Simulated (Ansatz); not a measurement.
| atom | x (Å) | y (Å) | z (Å) |
| --- | --- | --- | --- |
| V | 0.0000 | 0.0000 | 0.0000 |
| O | 0.0000 | 0.0000 | 2.1500 |
| H | -0.1490 | 0.7452 | 2.7400 |
| H | 0.1490 | -0.7452 | 2.7400 |
| O | 0.0000 | 0.0000 | -2.1500 |
| H | 0.1490 | -0.7452 | -2.7400 |
| H | -0.1490 | 0.7452 | -2.7400 |
| O | 2.1500 | 0.0000 | 0.0000 |
| H | 2.7400 | -0.7452 | 0.1490 |
| H | 2.7400 | 0.7452 | -0.1490 |
| O | -2.1500 | 0.0000 | 0.0000 |
| H | -2.7400 | 0.7452 | -0.1490 |
| H | -2.7400 | -0.7452 | 0.1490 |
| O | 0.0000 | 2.1500 | 0.0000 |
| H | 0.7259 | 2.7400 | -0.2250 |
| H | -0.7259 | 2.7400 | 0.2250 |
| O | 0.0000 | -2.1500 | 0.0000 |
| H | -0.7259 | -2.7400 | 0.2250 |
| H | 0.7259 | -2.7400 | -0.2250 |

Basis set: def2-SVP on H, O; pcseg-2 on V. Charge 2. Computed with Ansatz (development build ahead of 0.2.0); the lowest solution found for each multiplicity.

Problem. How do the multiplicities compare at this shape? Give, from the lowest of each method, PBE0 (unrestricted) for 2, 4; PBE0 (restricted) for 2, 4; HF (unrestricted) for 2, 4; HF (restricted) for 2, 4.

Solution.

| method | multiplicity | E (eV) | <S²> |
| --- | --- | --- | --- |
| PBE0, unrestricted | 2 | 0.922 | 1.70 |
| PBE0, unrestricted | 4 | 0.000 | 3.75 |
| PBE0, restricted | 2 | 1.666 | 0.75 |
| PBE0, restricted | 4 | 0.000 | 3.75 |
| HF, unrestricted | 2 | 1.353 | 1.73 |
| HF, unrestricted | 4 | 0.000 | 3.75 |
| HF, restricted | 2 | 2.283 | 0.75 |
| HF, restricted | 4 | 0.000 | 3.75 |

Caution: other spin multiplicities may lie lower. Caution for PBE0, unrestricted, HF, unrestricted: the unrestricted determinant is a mixture of spin states. Caution for PBE0, restricted, HF, restricted: an unrestricted determinant lies well below.
